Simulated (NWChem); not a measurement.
System: CH₃Zn cation; SMILES [Zn+][CH3]

Input file for NWChem:

```
start job
memory heap 200 mb stack 900 mb global 1100 mb
charge 1
geometry units angstroms noautoz
  Zn     0.000000     0.000000    -0.461010
  C      0.000000     0.000000     1.508373
  H      0.749202     0.749202     1.798350
  H      0.274227    -1.023429     1.798350
  H     -1.023429     0.274227     1.798350
end
basis spherical
  * library 6-31g*
end
dft
  xc m06-2x
  iterations 150
  mulliken
end
task dft energy
```

Excerpt of the output:

```
             Northwest Computational Chemistry Package (NWChem) 7.3.0
             --------------------------------------------------------

 C3V symmetry detected

                             Geometry "geometry" -> ""
                             -------------------------

 Output coordinates in angstroms (scale by  1.889725989 to convert to a.u.)

  No.       Tag          Charge          X              Y              Z
 ---- ---------------- ---------- -------------- -------------- --------------
    1 Zn                  30.0000     0.00000000     0.00000000    -0.47677892
    2 C                    6.0000     0.00000000     0.00000000     1.49260408
    3 H                    1.0000     0.74920202     0.74920202     1.78258108
    4 H                    1.0000     0.27422697    -1.02342899     1.78258108
    5 H                    1.0000    -1.02342899     0.27422697     1.78258108

 Effective nuclear repulsion energy (a.u.)      76.9875982253

      Symmetry information
      --------------------

 Group name             C3v
 Group number             17
 Group order               6
 No. of unique centers     3

                                 NWChem DFT Module
                                 -----------------

 Summary of "ao basis" -> "ao basis" (spherical)
 ------------------------------------------------------------------------------
       Tag                 Description            Shells   Functions and Types
 ---------------- ------------------------------  ------  ---------------------
 Zn                          6-31g*                 12       34   5s4p2d1f
 C                           6-31g*                  6       14   3s2p1d
 H                           6-31g*                  2        2   2s

      Symmetry analysis of basis
      --------------------------

        a1         21
        a2          1
        e          32

  Rotation of axis

            General Information
            -------------------
          SCF calculation type: DFT
          Wavefunction type:  closed shell.
          No. of atoms     :     5
          No. of electrons :    38
           Alpha electrons :    19
            Beta electrons :    19
          Charge           :     1
          Spin multiplicity:     1
          Use of symmetry is: on ; symmetry adaption is: on
          Maximum number of iterations: 150
          AO basis - number of functions:    54
                     number of shells:    24
          Convergence on energy requested:  1.00D-06
          Convergence on density requested:  1.00D-05
          Convergence on gradient requested:  5.00D-04

              XC Information
              --------------
                       M06-2X Method XC Functional
                     Hartree-Fock (Exact) Exchange  0.540
                        M06-2X Exchange Functional  1.000
                      M06-2X Correlation Potential  1.000

             Grid Information
             ----------------
          Grid used for XC integration:  medium
          Radial quadrature: Mura-Knowles
          Angular quadrature: Lebedev.
          Tag              B.-S. Rad. Rad. Pts. Rad. Cut. Ang. Pts.
          ---              ---------- --------- --------- ---------
          Zn                  1.35      112           8.0       590
          C                   0.70       49           8.0       434
          H                   0.35       45          10.0       434
          Grid pruning is: on
          Number of quadrature shells:   206
          Spatial weights used:  Erf1

      Superposition of Atomic Density Guess
      -------------------------------------

 Sum of atomic energies:       -1816.63603947

 Renormalizing density from      39.00 to     38

      Non-variational initial energy
      ------------------------------

 Total energy =   -1788.606371
 1-e energy   =   -2620.678524
 2-e energy   =     755.084555
 HOMO         =      -0.734818
 LUMO         =      -0.450016

      Symmetry analysis of molecular orbitals - initial
      -------------------------------------------------

  Numbering of irreducible representations:

     1 a1          2 a2          3 e

  Orbital symmetries:

     1 a1          2 a1          3 a1          4 e           5 e
     6 a1          7 a1          8 a1          9 e          10 e
    11 a1         12 e          13 e          14 e          15 e
    16 a1         17 e          18 e          19 a1         20 a1
    21 e          22 e          23 a1         24 a1         25 e
    26 e          27 a1         28 e          29 e

     ---------------------------------------------
      Total Density - Mulliken Population Analysis
     ---------------------------------------------

    Atom       Charge   Shell Charges
 -----------   ------   -------------------------------------------------------
    1 Zn  30    29.22   2.00  2.00  6.00  2.00  6.01  0.99  0.08  0.13  0.01  7.65  2.34  0.00
    2 C    6     6.91   2.00  0.77  2.08  0.74  1.30  0.02
    3 H    1     0.63   0.43  0.20
    4 H    1     0.63   0.43  0.20
    5 H    1     0.63   0.43  0.20

   convergence    iter        energy       DeltaE   RMS-Dens  Diis-err
 ---------------- ----- ----------------- --------- --------- ---------
 d= 0,ls=0.0,diis     1  -1818.2194113513 -1.90D+03  3.82D-02  8.05D+00
 d= 0,ls=0.0,diis     2  -1817.9346470402  2.85D-01  2.35D-02  1.51D+01
 d= 0,ls=0.0,diis     3  -1818.6166660275 -6.82D-01  3.16D-03  1.11D-02
 d= 0,ls=0.0,diis     4  -1818.6172263130 -5.60D-04  1.13D-03  1.64D-02
 d= 0,ls=0.0,diis     5  -1818.6190082489 -1.78D-03  4.58D-04  3.61D-04
  Resetting Diis
 d= 0,ls=0.0,diis     6  -1818.6190951182 -8.69D-05  1.83D-04  5.55D-05
 d= 0,ls=0.0,diis     7  -1818.6191079369 -1.28D-05  2.72D-05  4.11D-07
 d= 0,ls=0.0,diis     8  -1818.6191080591 -1.22D-07  7.45D-06  1.03D-07

         Total DFT energy =    -1818.619108059084
      One electron energy =    -2679.221196457370
           Coulomb energy =      861.100578890390
    Exchange-Corr. energy =      -77.486088717395
 Nuclear repulsion energy =       76.987598225290

 Numeric. integr. density =       37.999997302584

                  Occupations of the irreducible representations
                  ----------------------------------------------

                     irrep           alpha         beta
                     --------     --------     --------
                     a1                9.0          9.0
                     a2                0.0          0.0
                     e                10.0         10.0

                       DFT Final Molecular Orbital Analysis
                       ------------------------------------

 Vector   17  Occ=2.000000D+00  E=-6.771196D-01  Symmetry=e
              MO Center=  2.2D-01, -7.2D-02,  1.6D+00, r^2= 1.3D+00
   Bfn.  Coefficient  Atom+Function         Bfn.  Coefficient  Atom+Function
  ----- ------------  ---------------      ----- ------------  ---------------
    38      0.444083  2 C  py                51     -0.239251  4 H  s
    42      0.231816  2 C  py                49      0.232175  3 H  s
    52     -0.151429  4 H  s                 50      0.146951  3 H  s
    37      0.106705  2 C  px                19     -0.094403  1 Zn d -1
    41      0.055701  2 C  px                24     -0.048389  1 Zn d -1

 Vector   18  Occ=2.000000D+00  E=-6.771196D-01  Symmetry=e
              MO Center= -2.2D-01,  7.2D-02,  1.6D+00, r^2= 1.3D+00
   Bfn.  Coefficient  Atom+Function         Bfn.  Coefficient  Atom+Function
  ----- ------------  ---------------      ----- ------------  ---------------
    37      0.444083  2 C  px                53     -0.272178  5 H  s
    41      0.231816  2 C  px                54     -0.172270  5 H  s
    49      0.142216  3 H  s                 51      0.129962  4 H  s
    38     -0.106705  2 C  py                21      0.094403  1 Zn d  1
    50      0.090013  3 H  s                 52      0.082257  4 H  s

 Vector   19  Occ=2.000000D+00  E=-5.653958D-01  Symmetry=a1
              MO Center= -1.7D-17, -2.1D-17,  6.0D-01, r^2= 2.2D+00
   Bfn.  Coefficient  Atom+Function         Bfn.  Coefficient  Atom+Function
  ----- ------------  ---------------      ----- ------------  ---------------
    10      0.555725  1 Zn s                 39      0.384977  2 C  pz
    43      0.227501  2 C  pz                 6     -0.206838  1 Zn s
    14     -0.133715  1 Zn s                 13     -0.106430  1 Zn pz
     2      0.085231  1 Zn s                 20      0.080315  1 Zn d  0
    49      0.069139  3 H  s                 51      0.069139  4 H  s

 Vector   20  Occ=0.000000D+00  E=-3.009397D-01  Symmetry=a1
              MO Center=  2.6D-16,  2.1D-16, -5.8D-01, r^2= 3.4D+00
   Bfn.  Coefficient  Atom+Function         Bfn.  Coefficient  Atom+Function
  ----- ------------  ---------------      ----- ------------  ---------------
    10      0.434425  1 Zn s                 14     -0.384343  1 Zn s
    13      0.353527  1 Zn pz                39     -0.311964  2 C  pz
    43     -0.281731  2 C  pz                40      0.209931  2 C  s
     6     -0.129668  1 Zn s                 17      0.128801  1 Zn pz
     9     -0.115736  1 Zn pz                20     -0.084663  1 Zn d  0

 Vector   21  Occ=0.000000D+00  E=-1.949012D-01  Symmetry=e
              MO Center=  1.1D-03,  1.5D-02, -5.5D-01, r^2= 4.6D+00
   Bfn.  Coefficient  Atom+Function         Bfn.  Coefficient  Atom+Function
  ----- ------------  ---------------      ----- ------------  ---------------
    16      0.564939  1 Zn py                12      0.462853  1 Zn py
    15     -0.259622  1 Zn px                11     -0.212707  1 Zn px
    52      0.172613  4 H  s                  8     -0.111736  1 Zn py
    54     -0.111809  5 H  s                 38     -0.070784  2 C  py
    51      0.064522  4 H  s                 50     -0.060804  3 H  s

[...]
```

Level: M06-2X/6-31G* (spherical d). All runs use the structure optimised with PBE0/def2-SVP.
